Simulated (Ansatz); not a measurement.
The inner images of a band of BFH3NO + H2S (10 atoms, charge 0, multiplicity 1) are given out of order.

Method: RKS PBE/6-31G* (Ansatz).

Image 0:

```xyz
10
Properties=species:S:1:pos:R:3
B 0.143 -0.537 0.220
N 0.256 -0.292 1.630
H -0.565 -0.274 2.233
H 1.086 -0.621 2.121
F 1.225 -1.006 -0.434
O -0.972 -0.266 -0.533
H -1.643 0.236 -0.024
S -1.661 2.607 1.137
H -1.181 3.013 -0.067
H -0.495 1.968 1.457
```

Image 8:

```xyz
10
Properties=species:S:1:pos:R:3
B -0.203 0.430 0.214
N 0.140 0.170 1.832
H -0.694 0.339 2.408
H 0.442 -0.806 1.974
F 1.006 0.165 -0.423
O -1.279 -0.480 0.019
H -1.611 -0.379 -0.893
S -0.599 2.329 0.030
H -1.896 2.256 0.432
H 0.885 0.803 2.147
```

Put them in order from the first end to the last, with their energies above the first end.
A.
```xyz
10
Properties=species:S:1:pos:R:3
B -0.205 0.391 0.213
N 0.115 0.172 1.849
H -0.768 0.024 2.355
H 0.713 -0.655 1.984
F 0.982 0.014 -0.409
O -1.347 -0.442 0.051
H -1.683 -0.340 -0.858
S -0.458 2.306 -0.062
H -1.744 2.360 0.379
H 0.587 0.999 2.237
```
B.
```xyz
10
Properties=species:S:1:pos:R:3
B 0.038 -0.363 0.219
N -0.004 -0.273 1.651
H -0.826 -0.492 2.209
H 0.863 -0.344 2.180
F 1.240 -0.339 -0.382
O -1.066 -0.425 -0.598
H -1.905 -0.402 -0.104
S -0.421 3.049 0.888
H -1.536 2.612 0.248
H -0.192 1.803 1.428
```
C.
```xyz
10
Properties=species:S:1:pos:R:3
B 0.098 -0.402 0.210
N 0.126 -0.337 1.638
H -0.703 -0.414 2.223
H 0.990 -0.523 2.141
F 1.266 -0.527 -0.448
O -1.035 -0.279 -0.562
H -1.840 -0.159 -0.025
S -1.162 2.967 1.179
H -1.205 2.582 -0.123
H -0.343 1.921 1.506
```
D.
```xyz
10
Properties=species:S:1:pos:R:3
B -0.014 -0.054 0.179
N -0.050 0.046 1.734
H -0.819 -0.440 2.211
H 0.844 -0.211 2.172
F 1.213 -0.260 -0.322
O -1.103 -0.489 -0.533
H -1.952 -0.194 -0.158
S -0.201 2.528 0.425
H -1.561 2.599 0.397
H -0.166 1.302 1.634
```
E.
```xyz
10
Properties=species:S:1:pos:R:3
B -0.120 0.333 0.142
N 0.027 0.095 1.840
H -0.731 -0.517 2.170
H 0.934 -0.318 2.091
F 1.109 -0.079 -0.345
O -1.235 -0.470 -0.209
H -1.947 0.054 -0.607
S -0.263 2.282 -0.041
H -1.538 2.428 0.419
H -0.045 1.021 2.279
```
F.
```xyz
10
Properties=species:S:1:pos:R:3
B -0.063 0.231 0.112
N -0.054 0.101 1.805
H -0.829 -0.432 2.220
H 0.841 -0.250 2.170
F 1.176 -0.183 -0.301
O -1.123 -0.492 -0.456
H -1.991 -0.110 -0.241
S -0.150 2.322 0.121
H -1.487 2.511 0.324
H -0.127 1.129 1.985
```
G.
```xyz
10
Properties=species:S:1:pos:R:3
B -0.198 0.353 0.218
N 0.071 0.168 1.878
H -0.751 -0.281 2.302
H 0.896 -0.426 2.032
F 0.960 -0.153 -0.366
O -1.409 -0.381 0.067
H -1.754 -0.245 -0.834
S -0.286 2.268 -0.146
H -1.570 2.441 0.269
H 0.232 1.083 2.318
```

C (+0.05 eV), B (+0.14 eV), D (+1.00 eV), F (+0.38 eV), E (+0.07 eV), G (-0.04 eV), A (-0.07 eV).

Run time: 6.5 min on 2 threads of Arm Neoverse V2, on a shared host, peak memory 0.13 GiB.
